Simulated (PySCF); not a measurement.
## Small edits and their spectra

Starting compound: SMILES [SiH2]1CC(=C)[SiH2][SiH2]O1, C3H10OSi3.

¹H NMR (500 MHz, computed): δ 6.08 (br s, 1H), 5.89 (br s, 1H), 5.69 (m, 2H), 5.11 (m, 2H), 4.29 (m, 2H), 1.99 (m, 2H). ¹³C{¹H} NMR (computed): δ 147.2 (C), 134.4 (CH2), 32.1 (CH2).

[PySCF: σ from GIAO-PBE0/pcSseg-1; structure optimised with GFN2-xTB; non-relativistic Hamiltonian; in vacuum; a single conformation; rapidly exchanging positions averaged]

References, each an isolated molecule treated in the same way: TMS for ¹H (31.72 ppm), ¹³C (186.93 ppm). Where no couplings were computed, multiplicities follow the n + 1 count of equivalent neighbours, and m marks all less simple cases (inequivalent or close neighbours, rings, F or P nearby). Shifts are as computed. Against solution values, carbons near 30 ppm lie about +3 ppm off and those near 130 ppm about +5 ppm; carbons on Cl a further +6 ppm. Of 1309 compounds with measured shifts, 239 miss one by over three times the rms of a fit or turn the order of signals round; such compounds aren't used in these exercises. Carbons bonded to Cl come out too deshielded.

Product 1. ¹H NMR (500 MHz, computed): δ 6.65 (m, 1H), 6.15 (m, 1H), 5.98 (m, 1H), 5.89 (m, 1H), 5.79 (m, 1H), 5.78 (m, 1H), 5.72 (m, 1H), 5.35 (m, 1H), 4.45 (m, 1H), 4.09 (m, 1H), 2.19 (m, 1H), 1.73 (m, 1H). ¹³C{¹H} NMR (computed): δ 144.3 (CH2), 144.0 (C), 140.7 (CH), 136.0 (CH2), 33.2 (CH2).

Product 2. ¹H NMR (500 MHz, computed): δ 5.85 (m, 1H), 5.70 (m, 1H), 5.28 (m, 1H), 5.03 (m, 1H), 4.02 (m, 1H), 3.60 (m, 1H), 2.00 (m, 1H), 1.51 (d, 3H), 1.51 (m, 1H), 0.72 (m, 1H). ¹³C{¹H} NMR (computed): δ 22.5 (CH3), 20.5 (CH2), 17.5 (CH).

Product 3. ¹H NMR (500 MHz, computed): δ 6.11 (m, 1H), 5.96 (m, 1H), 5.83 (m, 1H), 5.67 (m, 1H), 5.06 (m, 1H), 5.01 (m, 1H), 4.77 (m, 1H), 4.06 (m, 1H), 4.02 (m, 1H). ¹³C{¹H} NMR (computed): δ 152.5 (C), 132.4 (CH2), 60.1 (CH).

Each product comes from one edit: H on C replaced by Cl (`C=C1[SiH2][SiH2]O[SiH2][C@H]1Cl`); H on Si replaced by vinyl (`C=C[Si@@H]1CC(=C)[SiH2][SiH2]O1`); H2 added to a C-C multiple bond (`C[C@H]1C[SiH2]O[SiH2][SiH2]1`). Which is which?

## Answers


- Product 1: H on Si replaced by vinyl, C=C[Si@@H]1CC(=C)[SiH2][SiH2]O1. δC 140.7: alkene CH; as expected for a trigonal carbon in a double bond. δH 5.98: hydrogen on an alkene CH; a vinylic proton, deshielded by the sp2 carbon and the C=C anisotropy.
- Product 2: H2 added to a C-C multiple bond, C[C@H]1C[SiH2]O[SiH2][SiH2]1. δH 4.02, 3.60: hydrogen on a silicon bonded to C, Si, in a 6-membered ring. δH 1.51, 0.72: hydrogen on an sp3 CH2 bonded to Si.
- Product 3: H on C replaced by Cl, C=C1[SiH2][SiH2]O[SiH2][C@H]1Cl. δC 60.1: allylic sp3 CH bonded to Cl and Si; pulled downfield by the heteroatom. δH 4.02: hydrogen on an allylic sp3 CH bonded to Cl and Si; its carbon carries Cl, hence the downfield position.
